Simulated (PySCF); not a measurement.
Coordinates in bohr (charge 0 multiplicity 2):
```
Si    0.0000    0.0000   -1.3411
I     4.4147    0.0000    0.1003
I    -2.2074    3.8232    0.1003
I    -2.2073   -3.8232    0.1003
```

Level of theory: UPBE0/[Si def2-SVP, I def2-SVP with ECP28], scalar-relativistic core potentials, density fitting, no spin–orbit coupling, PySCF.

This geometry of SiI₃ is a stationary point at this level.

(1) What is the point group?

(2) Is it a minimum?

(3) What are the dipole moment and the gap between the highest occupied and lowest empty levels of either spin?

(4) Give the ideal-gas entropy at 298.15 K and 1 bar by parts.

(5) What is the atomisation energy, with and without zero-point energy?

Answers

(1) C3v.

(2) Yes: all harmonic wavenumbers are real.

(3) 0.16 D and 2.67 eV.

(4) translation 183.8, rotation 129.0, vibration 63.3, spin 5.8; total 382.0 J/(mol K).

(5) 793 kJ/mol without, 785 kJ/mol with.

Other isomers or separated fragments may lie lower. Spin–orbit coupling, left out here, can matter for elements this heavy.
